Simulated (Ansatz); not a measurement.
Cost and result for the atomization energy of CH5NOSSi (`O[SiH]1NCS1`) (10 atoms, 10 bonds).

Z-matrix (Å, degrees):
```
Si
N 1 1.709
O 1 1.634 2 118.4
S 1 2.135 2 82.1 3 -118.2
H 1 1.479 2 118.5 3 123.9
C 2 1.451 1 101.4 3 122.9
H 2 1.005 1 134.6 3 -81.6
H 3 0.960 1 116.2 2 -50.6
H 6 1.093 2 113.8 1 110.8
H 6 1.094 2 113.8 1 -122.7
```

Total charge 0; spin multiplicity 1. All single points use the PBE0-D4/def2-TZVP geometry. It is one conformer, not always the lowest. Program: Ansatz. All runs use 4 threads of an Arm Neoverse V2 on a shared host. Times are those of one run each, without the atoms' runs, and a repeat can differ threefold. Electronic energies, without spin–orbit coupling; frozen cores. CCSD(T)/CBS adds CCSD(T) − MP2 in def2-TZVPP to the MP2 limit, and its time is that of the two runs behind it. T1 = 0.012. B3LYP takes the VWN-RPA correlation (the form of Gaussian; ORCA's B3LYP/G).

CCSD(T)/CBS is a level of theory with its own doubt, some kJ/mol a heavy atom from the limit and from the frozen cores, so smaller differences don't rank the functionals.

| level | functions | wall time |
| --- | --- | --- |
| PBE-D4/def2-TZVPP (with forces) | 247 | 2.1 s |
| PBE0-D4/def2-TZVPP | 247 | 2.3 s |
| B3LYP-D4/def2-TZVPP (with forces) | 247 | 3.6 s |
| r2SCAN-D4/def2-TZVPP (with forces) | 247 | 3.9 s |
| B2PLYP/def2-TZVPP | 247 | 4.2 s |
| ωB97X-V/def2-TZVPP | 247 | 6.5 s |
| ωB97M-V/def2-TZVPP (with forces) | 247 | 9 s |
| MP2/def2-QZVPP | 461 | 15 s |
| CCSD(T)/def2-TZVPP | 247 | 96 s |
| CCSD(T)/CBS(def2) | – | 110 s |

**Question.** What atomization energy does each give, and how far from CCSD(T)/CBS? (Estimate.)

**Answer.** Ansatz gave: 
```csv
level,atomization (kcal/mol),difference from CCSD(T)/CBS,per bond
PBE-D4/def2-TZVPP (with forces),912.2,17.8,1.8
PBE0-D4/def2-TZVPP,892.9,-1.5,-0.2
B3LYP-D4/def2-TZVPP (with forces),889.5,-4.9,-0.5
r2SCAN-D4/def2-TZVPP (with forces),892.9,-1.5,-0.2
B2PLYP/def2-TZVPP,880.0,-14.4,-1.4
ωB97X-V/def2-TZVPP,898.8,4.4,0.4
ωB97M-V/def2-TZVPP (with forces),898.7,4.3,0.4
MP2/def2-QZVPP,902.8,8.4,0.8
CCSD(T)/def2-TZVPP,863.7,-30.7,-3.1
CCSD(T)/CBS(def2),894.4,0.0,0.0
```

From PBE to PBE0 (25 % exact exchange), in def2-TZVPP and without D4, the atomization energy moves by −18.4 kcal/mol: exact exchange takes away binding that semilocal exchange gives to molecules. The D4 term adds +9.7 kcal/mol with B3LYP and +5.0 kcal/mol with PBE0; it sums over pairs of atoms, weighted by their polarisabilities, and B3LYP, whose exchange is more repulsive, gets the larger term. In def2-TZVPP, CCSD(T) changes the Hartree–Fock value by +249.0 kcal/mol (the triples alone add +16.3 kcal/mol) and MP2 by +269.7 kcal/mol; breaking electron pairs costs correlation energy, which Hartree–Fock lacks.
